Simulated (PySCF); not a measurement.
## Be (beryllium, neutral) across methods

[He] 2p2, high-spin 3P determinant (an excited configuration). All numbers are calculated (PySCF 2.14, the spin-free X2C one-electron Hamiltonian (Gaussian nucleus), in x2c-QZVPPall with one added diffuse shell each of s, p type (8s5p2d1f, 40 functions)).

| method | E (hartree) | mean ε 1s α (eV) | mean ε 1s β (eV) | mean ε 2p α (eV) | Σ⟨r²⟩ (bohr²) | ⟨S²⟩ |
| --- | --- | --- | --- | --- | --- | --- |
| BP86 | -14.4412 | -108.36 | -108.02 | -3.492 | 21.13 | 2.000 |
| M06-2X | -14.4211 | -119.36 | -119.24 | -4.689 | 21.64 | 2.000 |
| r2SCAN | -14.4290 | -110.55 | -110.21 | -3.535 | 21.08 | 2.000 |
| PBE | -14.4144 | -108.13 | -107.71 | -3.427 | 21.20 | 2.000 |
| wB97X | -14.4220 | -115.64 | -115.59 | -5.921 | 21.21 | 2.000 |
| PBE0 | -14.4105 | -113.94 | -113.54 | -4.166 | 21.23 | 2.000 |
| UHF | -14.33872 | -130.76 | -130.44 | -6.042 | 22.18 | 2.000 |
| MN15 | -14.4378 | -113.93 | -113.54 | -4.266 | 22.10 | 2.000 |
| LDA | -14.2306 | -106.76 | -106.35 | -3.398 | 21.37 | 2.000 |
